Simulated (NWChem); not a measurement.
# Atomisation of B2

```xyz
2

B      0.0000     0.0000     0.8129
B      0.0000     0.0000    -0.8129
```
Charge 0, spin multiplicity 3.

Everything below was run with NWChem. All single points use one geometry, from UB3LYP/def2-SVP, a minimum by its harmonic frequencies.

Basis set: def2-TZVP. The atomisation energy is electronic alone: no zero-point, thermal, spin-orbit or counterpoise terms. No value is extrapolated to the basis-set limit. Free atoms are single determinants with multiplicities B 2.

B3LYP has NWChem's definition, with VWN1-RPA local correlation. This spin state was chosen for the runs; another may lie lower. The structure started from a generated list of species. The unpaired electrons of the parent sit in orbitals of symmetry b2u and b3u (D2h labels of the run); other states weren't searched. No SCF solution was tested for a lower state.

Q: Order these methods by the atomisation energy they give, lowest first: BLYP, LDA (SVWN5), B3LYP, PBE.

A: B3LYP (60.1 kcal/mol), BLYP (67.1 kcal/mol), PBE (77.0 kcal/mol), LDA (SVWN5) (88.7 kcal/mol)
